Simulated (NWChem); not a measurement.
A series in which one site is exchanged, each optimised at PBE0/def2-SVP with NWChem, gas phase unless a solvent is named. For some, no frequency run checked for a minimum. def2 effective core potentials on I; no spin-orbit coupling.

A: Cl[SiH2]I (SiH2ICl; site = I)
B: [SiH3]Cl (SiH$_{3}$Cl; site = H)
C: [SiH2](F)Cl (SiH2ClF; site = F)
D: Cl[SiH2]Cl (SiH2Cl2; site = Cl)

Problem. Rank them by orbital gap (eV), PBE0/def2-SVP, lowest first.

Solution. A (7.07), B (9.12), D (9.36), C (9.63)
